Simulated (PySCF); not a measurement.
H₂O₂Se, SMILES O[Se]O.

The structure is a stationary point at B3LYP-D3(BJ)/def2-TZVP. Other conformers were not sampled.

Computed with PBE0/def2-TZVPD run with PySCF.

Symmetry labels are those of the subgroup Cs that the program uses (full group Cs).

Computed valence orbital energies around the gap with their symmetry:
| orbital | symmetry | energy (eV) |
|---|---|---|
| HOMO−7 | A' | -19.25 |
| HOMO−6 | A" | -14.73 |
| HOMO−5 | A' | -13.69 |
| HOMO−4 | A' | -11.55 |
| HOMO−3 | A" | -11.47 |
| HOMO−2 | A' | -9.58 |
| HOMO−1 | A" | -9.50 |
| HOMO | A' | -6.70 |
| LUMO | A" | -1.10 |
| LUMO+1 | A' | -0.97 |
| LUMO+2 | A' | 0.19 |
| LUMO+3 | A' | 1.04 |
